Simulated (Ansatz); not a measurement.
# A family of molecules: the dipole moment

One atom is swapped for its congeners: C2H2N `[CH2]C#N`; SiH2(CN); GeH2(CN); SnH2(CN). All are doublets with charge 0.

Shapes, held fixed at every level: PBE0-D4/def2-TZVP. Programs: Ansatz 0.2.0. Values in D.

(1) How should the dipole moment change along the series?

Answers

(1) At wB97M-V/def2-TZVPP the dipole moment isn't monotonic: it is largest for Sn and smallest for Si (4.36 and 3.49 D). 3 of 4 levels show this order throughout; 3 agree on the largest and the smallest. Open shells run unrestricted unless RO is named. For atoms past krypton def2 sets carry core potentials with scalar relativity. Relativity is left out for Ge unless named.

| level | C2H2N | SiH2(CN) | GeH2(CN) | SnH2(CN) |
| --- | --- | --- | --- | --- |
| PBE-D4/def2-TZVPP | 3.38 | 3.37 | 3.67 | 4.13 |
| r2SCAN-D4/def2-TZVPP | 3.52 | 3.45 | 3.76 | 4.25 |
| B3LYP-D4/def2-TZVPP | 3.47 | 3.47 | 3.80 | 4.31 |
| wB97M-V/def2-TZVPP | 3.50 | 3.49 | 3.84 | 4.36 |
